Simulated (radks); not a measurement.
Results of a calculation; reference values are marked as such.
Task: The iridium ion Ir4+, [Xe] 4f14 5d5. Code: a radial shooting solver on a logarithmic mesh with Libxc functionals. Model: non-relativistic Kohn-Sham, exchange-only PBE, spin-polarised, spherical densities, point nucleus. Every spin shell is full or empty, so the densities are truly spherical. Functionals are evaluated on that one density, not self-consistently. Rank these orbital-free kinetic functionals by their error against the exact value of the orbitals, and give that value: Thomas-Fermi, von Weizsacker, TF + vW, TF + vW/5, Perdew 92, Thakkar, LKT, PG1, DePristo-Kress, Ernzerhof.

Result: Exact: 16801.8 hartree. From best to worst, with 100 (|E| - |E exact|)/|E exact| (equal figures are ties): DePristo-Kress -0.22, Ernzerhof -0.49, Perdew 92 -0.70, Thakkar -0.79, TF + vW/5 +2.48, Thomas-Fermi -4.70, PG1 +12.58, LKT +16.14, TF + vW +31.20, von Weizsacker -64.11.
